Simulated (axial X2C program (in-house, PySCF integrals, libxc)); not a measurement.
## TaH: cheaper levels and CCSD(T), with spin–orbit coupling

Computed with an in-house relativistic program for diatomic molecules. Two-component (2c) means X2C with spin–orbit coupling and atomic mean-field two-electron Coulomb and Gaunt terms. Basis: Ta dyall-cv3z [13s14p9d7f4g], H dyall-v3z [6s2p1d] (cores contracted in-house); Gaussian nuclei, density fitting, unrestricted open shells. Masses: Ta 180.948 u, H 1.008 u.

State: Ω = 1 (⟨Sz⟩ = 1.98, ⟨Lz⟩ = -0.98 at HF); fragments Ta + H.

| level | Re (Å) | ωe (cm⁻¹) |
| --- | --- | --- |
| PBE0 | 1.772 | 1802.5 |
| HF | 1.820 | 1739.6 |
| MP2 | 1.792 | 1791.2 |
| CCSD | 1.806 | 1742.0 |
| B3LYP | 1.776 | 1778.8 |

Correlated methods: 6 electrons correlated (number of frozen shells: Ta 5 s, 4 p, 2 d, 1 f; H none), 248 virtual spin orbitals or spinors in MP2, 76 natural virtuals in coupled cluster.

CCSD(T), same Hamiltonian and basis:

Re = 1.806 Å, ωe = 1736.6 cm⁻¹, De = 2.05 eV; T1 = 0.023 (Lee–Taylor normalisation).

Give the differences from CCSD(T) in the columns below.



| level | ΔRe (Å) | Δωe (cm⁻¹) |
| --- | --- | --- |
| PBE0 | -0.034 | 66 |
| HF | 0.014 | 3 |
| MP2 | -0.014 | 55 |
| CCSD | 0.000 | 5 |
| B3LYP | -0.030 | 42 |

The state is one determinant whose occupation by symmetry is held fixed; it was picked as the lowest of a PBE0 search that is not exhaustive. De is counted from the lowest determinant-based energies of the atoms at the same level, without counterpoise correction. De is not given where an atomic determinant may have missed its ground term or J level, or where the truncated virtual space spoils (T). Density functionals use the spin component along the axis (collinear). CCSD and (T) use frozen natural virtuals with an MP2 correction for the truncation; (T) itself is uncorrected, so its De runs slightly low. The functionals have no current-density term, which raises determinants with orbital currents, atoms included. With several unpaired electrons one determinant need not be a pure state. The outer-core s and p shells of the metal are frozen in the correlated rows, which leaves out core–valence correlation; for alkali and alkaline-earth bonds that tends to lengthen them. Open-shell Ω = 0 determinants with evenly filled partner blocks cannot be reached by this program, so the Ω shown need not be the lowest component. With the outer-core shells frozen, correlated bond lengths of heavy atoms tend to come out a few hundredths of an ångström too long. The lowest spin-free determinant has another configuration (M_S = 2, Λ = 2), so the order of states is uncertain and this need not be the ground state.
